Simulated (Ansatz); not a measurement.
Isolated molecules relaxed with PBE0-D4/def2-TZVP in Ansatz; ΔE leaves out vibrations. CCSD(T)/CBS is the MP2 limit (def2-TZVPP, def2-QZVPP) plus CCSD(T) − MP2 in def2-TZVPP, frozen cores. This one scheme is used for every species. DFT in def2-TZVPP. B3LYP here is the variant with VWN-RPA as its local correlation; programs differ in this. Elements past krypton have def2 core potentials. For Zr outer-core shells are correlated without core-valence functions, which leaves a few kJ/mol of doubt a bond. One conformer a species, not always the lowest.

`[OH][Zr]([OH])([F])[SH]` + H–F → `[OH][Zr]([F])([F])[SH]` + H₂O  (ligand exchange at a Zr–O bond)

| level | ΔE (kJ/mol) | difference from CCSD(T)/CBS |
| --- | --- | --- |
| PBE-D4 | -49.7 | -8.7 |
| PBE0-D4 | -46.2 | -5.2 |
| B3LYP-D4 | -46.6 | -5.6 |
| ωB97X-V | -48.4 | -7.4 |
| ωB97M-V | -46.5 | -5.5 |
| PBE | -51.7 | -10.7 |
| r2SCAN | -51.3 | -10.3 |
| PBE0 | -48.0 | -7.0 |
| B3LYP | -49.8 | -8.8 |
| MP2/def2-TZVPP | -37.5 | 3.5 |
| SCS-MP2/def2-TZVPP | -40.2 | 0.8 |
| CCSD/def2-TZVPP | -41.0 | 0.0 |
| HF/def2-QZVPP | -47.6 | -6.6 |
| SCS-MP2/def2-QZVPP | -40.9 | 0.1 |
| HF/CBS(def2) | -47.8 | -6.8 |
| MP2/CBS(def2) | -37.7 | 3.3 |
| CCSD(T)/CBS | -41.0 | 0 |

Largest T1 diagnostic among the species: 0.017.

In def2-TZVPP, CCSD(T) changes the Hartree–Fock value by +5.2 kJ/mol (the triples alone add +0.2 kJ/mol) and MP2 by +8.5 kJ/mol. From PBE to PBE0 (25 % exact exchange), in def2-TZVPP and without D4, ΔE moves by +3.8 kJ/mol.
